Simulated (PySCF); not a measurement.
SnOBr, SMILES [O]=[Sn][Br], multiplicity 2. The structure is a stationary point at PBE-D3(BJ)/def2-TZVP. The def2 effective core potentials stand for the cores of Sn; spin–orbit coupling is left out.

Computed equilibrium geometry at PBE-D3(BJ)/def2-TZVP (PySCF confirms it by a frequency run) as Cartesian coordinates in Å, and its point group:
point group Cs.
```xyz
3

Sn     0.2838     0.8478     0.0000
O     -1.2177     1.9961     0.0000
Br    -0.1271    -1.6674     0.0000
```
Charge 0, spin multiplicity 2.
